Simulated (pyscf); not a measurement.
# •H₂C–CH(CH₃)–F (SMILES [CH2]C(C)F), doublet

Gas-phase minimum from PySCF at ωB97X-D3(BJ)/def2-SVP, one conformer. •H₂C–CH(CH₃)–F lies 6.7 kcal/mol over its isomer H₃C–C•(CH₃)–F, and others may lie lower still (electronic energy, ωB97M-D3(BJ)). 

```xyz
10

C     -1.6013     0.5268     0.1595
C     -0.4643    -0.1027    -0.5658
C     -0.2558    -1.5748    -0.2160
F     -0.6902    -0.0167    -1.9351
H     -2.5859     0.5555    -0.3146
H     -1.4933     0.8261     1.2051
H      0.4704     0.4529    -0.3538
H     -1.1671    -2.1483    -0.4440
H     -0.0253    -1.6903     0.8541
H      0.5786    -1.9857    -0.8050
```
Charge 0, spin multiplicity 2.

Bond lengths (Å): C1–C2 1.488, C1–H5 1.093, C1–H6 1.093, C2–C3 1.527, C2–F4 1.390, C2–H7 1.108, C3–H8 1.101, C3–H9 1.101, C3–H10 1.101. Angles (°): C2–C1–H5 119.2, C2–C1–H6 120.4, H5–C1–H6 119.8, C1–C2–C3 113.6, C1–C2–F4 109.3, C1–C2–H7 109.8, C3–C2–F4 107.9, C3–C2–H7 108.9, F4–C2–H7 107.1, C2–C3–H8 110.0, C2–C3–H9 110.6, C2–C3–H10 109.9, H8–C3–H9 108.7, H8–C3–H10 108.8 (the first ones only).

Properties at ωB97X-D3(BJ)/def2-SVP:

```
Item                                                                                                                                                                                                                                                        Value
---------------------------------------------------------------------------------------------------------------------  ------------------------------------------------------------------------------------------------------------------------------------------
Harmonic wavenumbers, unscaled                                                                                         109, 251, 322, 415, 453, 517, 861, 911, 976, 1099, 1153, 1178, 1337, 1377, 1397, 1439, 1466, 1481, 3046, 3072, 3176, 3178, 3181, 3307 cm⁻¹
Zero-point energy                                                                                                                                                                                                                                   51.0 kcal/mol
Rotational symmetry number                                                                                                                                                                                                                                      1
Entropy of this conformer at 298 K and 1 atm, rigid rotor and harmonic oscillator, modes under 100 cm⁻¹ raised to 100                                                                                                                             306.1 J/(mol K)
Dipole moment                                                                                                                                                                                                                                              1.84 D
Spin expectation value S2                                                                                                                                                                                                                                   0.753
```

Single-point totals, which compare only within one level:

```
level                   total energy (hartree)
----------------------  ----------------------
ωB97X-D3(BJ)/def2-TZVP              -217.86642
PBE/def2-TZVP                       -217.53131
r²SCAN/def2-TZVP                    -217.68156
B3LYP-D3(BJ)/def2-TZVP              -217.81188
PBE0-D3(BJ)/def2-TZVP               -217.55729
M06-2X/def2-TZVP                    -217.69556
ωB97M-D3(BJ)/def2-TZVP              -217.83781
```

Soft torsions are taken as harmonic, which can shift the entropy by several J/(mol K).
